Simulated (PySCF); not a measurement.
**How methods differ on the ionisation energy of S⁵⁺**

S⁵⁺ [Ne] 3s1 (2S) → S⁶⁺ [Ne] (1S), as a difference of total energies. Calculation: PySCF 2.14, in an uncontracted even-tempered set (20 s from 0.13 bohr⁻², ratio 2.5; 12 p from 0.17 bohr⁻², ratio 2.5; 5 d from 0.94 bohr⁻², ratio 2.7; 5 f from 1.4 bohr⁻², ratio 2.7); scalar relativity by spin-free X2C-1e. Correlated levels: outer shells: 1s2 frozen; virtual orbitals above 40 to 60 times the deepest correlated orbital energy dropped. The calculations carry no spin-orbit coupling.

| method | ionisation energy (eV) | error (eV) |
| --- | --- | --- |
| UHF | 87.568 | -0.485 |
| LDA | 88.666 | +0.613 |
| PBE | 88.777 | +0.724 |
| PBE0 | 88.549 | +0.496 |
| r2SCAN | 87.926 | -0.127 |
| TPSSh | 88.252 | +0.199 |
| B3LYP | 89.067 | +1.014 |
| MP2 (outer shells) | 88.014 | -0.039 |
| SCS-MP2 (outer shells) | 87.928 | -0.125 |

Reference: 88.053 eV (measured; NIST Atomic Spectra Database, ionization energies).
